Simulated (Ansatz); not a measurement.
Reaction (redistribution): `N#[C][Ge]([F])([F])[F]` + `N#C[SiH](F)F` → `[F][GeH]([F])[F]` + `N#C[Si](F)(F)C#N`

Gas-phase electronic energies from Ansatz, PBE0-D4/def2-TZVP geometries. CBS: MP2 limit from def2 TZ/QZ plus the TZ coupled-cluster correction, frozen cores. This one scheme is used for every species. DFT in def2-TZVPP. For Ge outer-core shells are correlated without core-valence functions, which leaves a few kJ/mol of doubt a bond. Scalar relativity is left out up to krypton.

```csv
level,ΔE (kcal/mol),difference from CCSD(T)/CBS
B97M-V,-9.5,-2.1
CAM-B3LYP-D4,-8.0,-0.6
ωB97X-V,-7.1,0.3
B2PLYP,-7.4,0.0
r2SCAN,-8.2,-0.8
CAM-B3LYP,-7.8,-0.4
LC-ωPBE,-7.3,0.1
RPA@PBE/def2-TZVPP,-5.5,1.9
MP2/def2-SVP,-6.4,1.0
CCSD/def2-SVP,-6.0,1.4
CCSD(T)/CBS,-7.4,0
```

Largest T1 diagnostic among the species: 0.014.

Leaving LDA and LC-ωPBE aside and taking each functional with its dispersion term where it has one, the values, not all of them listed here, spread over 2.5 kcal/mol, from B97M-V to PBE-QIDH. LDA lies −1.0 kcal/mol from PBE without D4. At CCSD(T), def2-SVP lies +1.4 kcal/mol from the extrapolated value and def2-TZVPP +1.4 kcal/mol.
